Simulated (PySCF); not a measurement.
H2Te, charge +1, multiplicity 2. Atoms are numbered in the order given.

```xyz
3

Te     0.0000     0.0000    -0.0435
H      0.0000     1.1829     1.1304
H      0.0000    -1.1829     1.1304
```
Charge +1, spin multiplicity 2.

Geometry: PBE0-D3(BJ)/def2-TZVPD. The def2 effective core potentials stand for the cores of Te; spin–orbit coupling is left out.

All values below come from PBE0-D3(BJ)/def2-TZVPD in PySCF.

Frequencies are harmonic and unscaled.

| mode | ν (cm⁻¹) | IR (km/mol) | moving atoms (share of kinetic energy) |
|---|---|---|---|
| 1 | 885 | 1.8 | H 99 % |
| 2 | 2136 | 3.2 | H 99 % |
| 3 | 2142 | 6.1 | H 99 % |
